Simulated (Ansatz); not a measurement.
Q: Name a neutral molecule of C, Ge, N and H with size of the dipole moment (PBE/def2-TZVPP) between 0.95 and 1.25 D and size of the dipole moment (ωB97M-V/def2-TZVPP) between 1.05 and 1.35 D (Ansatz, PBE0-D4/def2-TZVP geometry).

A: `[CH3][GeH]([NH2])[NH2]` (1.14 D, 1.23 D); `C#[C][GeH2][NH2]` (1.05 D, 1.10 D); `C=[N][GeH2][CH3]` (1.13 D, 1.27 D); `CN[CH2][GeH3]` (1.17 D, 1.19 D); `C=[N][GeH2][NH2]` (1.07 D, 1.21 D); `C=[C]1[CH2][GeH]1[NH2]` (1.22 D, 1.20 D). Other molecules can fit too; these were computed, each in one conformer that needn't be the lowest.
